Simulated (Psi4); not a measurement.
Pair of molecules, SMILES N with SMILES S (the first has 4 atoms); geometry from B3LYP-D3(BJ)/def2-TZVP.
(charge 0, multiplicity 1):
```xyz
7

N      0.00620     0.16352     0.32505
H     -0.77721    -0.46071     0.17009
H     -0.19303     1.03169    -0.15879
H      0.82113    -0.25261    -0.11111
S      0.66617     0.81233     3.70925
H     -0.30509     0.00249     4.15919
H      0.38805     0.54302     2.40788
```

Level of theory: SAPT0/jun-cc-pV(D+d)Z (Psi4 1.11).

Which attractive term is largest, and how does the interaction split up?

electrostatics -7.87, exchange 9.51, induction -3.05, dispersion -1.85, total -3.26 kcal/mol; the largest attraction is electrostatics.
